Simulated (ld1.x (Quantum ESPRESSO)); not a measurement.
**Ho (Z = 67), TM: configuration errors across variants**

holmium, norm-conserving Troullier–Martins (Kleinman–Bylander form), made with ld1.x (Quantum ESPRESSO) 7.5 (PBEsol, scalar-relativistic). Core [Kr], reference 4d10 4f10 5s2 5p6 5d0 6s0 6p0 (charge +3). Waves: 5s (bound): rc 1.75 bohr; 5p (bound): rc 2.05 bohr; 4d (bound): rc 0.80 bohr; 4f (bound): rc 0.60 bohr. Local part: all-electron potential smoothed inside 1.05 bohr (lloc = -2). Core correction: a·sin(br)/r model core inside 0.35 bohr.

All-electron excitation energies from the reference (eV): (1) 4d10 4f11 5s2 5p6 5d0 6s0 6p0 -26.003; (2) 4d10 4f11 5s2 5p6 5d0 6s0 6p2 -38.365; (3) 4d10 4f9 5s2 5p6 5d0 6s0 6p0 45.259; (4) 4d10 4f11 5s2 5p6 5d0 6s0 6p1 -34.176.

Tests that are not counted but printed errors over 1 eV. “base”: 4d10 4f11 5s2 5p6 5d0 6s2 6p0 (solver errors, printed error -13736 eV); 4d10 4f11 5s2 5p6 5d0 6s1.5 6p0 (solver errors, printed error -6.0 eV); 1 more. “all radii but the core radius scaled by about 0.75 (s 1.32, p 1.54, d 0.60, f 0.46 bohr); local potential all-electron potential smoothed inside 0.78 bohr (lloc = -2)”: 4d10 4f11 5s2 5p6 5d0 6s0 6p2 (solver errors, printed error -13541 eV); 4d10 4f11 5s2 5p6 5d0 6s0 6p1 (solver errors, printed error -13520 eV); 5 more. “all radii but the core radius scaled by about 0.90 (s 1.56, p 1.84, d 0.72, f 0.54 bohr); local potential all-electron potential smoothed inside 0.94 bohr (lloc = -2)”: 4d10 4f11 5s2 5p6 5d0 6s2 6p0 (solver errors, printed error -13108 eV); 4d10 4f11 5s2 5p6 5d0 6s1.5 6p0 (solver errors, printed error -6.2 eV); 1 more. “all radii but the core radius scaled by about 1.08 (s 1.90, p 2.22, d 0.86, f 0.66 bohr); local potential all-electron potential smoothed inside 1.14 bohr (lloc = -2)”: 4d10 4f11 5s2 5p6 5d0 6s2 6p0 (solver errors, printed error +3.4 eV).

A true bound ghost makes a file unfit for plane-wave use even where its test errors are small: the radial tests pick states by their node count and pass the ghost by. Where a test does run into it, the solver fails or the error is huge.

Errors AE − PS in meV (a dash: test not solved or not reliable):

```tsv
change	(1)	(2)	(3)	(4)	bound ghosts
base	+69	+126	+390	+115	s
all radii but the core radius scaled by about 0.75 (s 1.32, p 1.54, d 0.60, f 0.46 bohr); local potential all-electron potential smoothed inside 0.78 bohr (lloc = -2)	–	–	–	–	s, p
all radii but the core radius scaled by about 0.90 (s 1.56, p 1.84, d 0.72, f 0.54 bohr); local potential all-electron potential smoothed inside 0.94 bohr (lloc = -2)	-138	-71	+74	-85	s
all radii but the core radius scaled by about 1.08 (s 1.90, p 2.22, d 0.86, f 0.66 bohr); local potential all-electron potential smoothed inside 1.14 bohr (lloc = -2)	+67	+128	+316	+116	s
all radii but the core radius scaled by about 1.17 (s 2.04, p 2.40, d 0.94, f 0.70 bohr); local potential all-electron potential smoothed inside 1.22 bohr (lloc = -2)	+67	+134	+298	+121	not determined
all radii but the core radius scaled by about 1.40 (s 2.44, p 2.86, d 1.12, f 0.84 bohr); local potential all-electron potential smoothed inside 1.46 bohr (lloc = -2)	+34	+93	+224	+81	none
```

Q: Give the same row for: all radii but the core radius scaled by about 1.26 (s 2.20, p 2.58, d 1.00, f 0.76 bohr); local potential all-electron potential smoothed inside 1.32 bohr (lloc = -2).

A: +62, +130, +275, +116; bound ghosts: not determined.
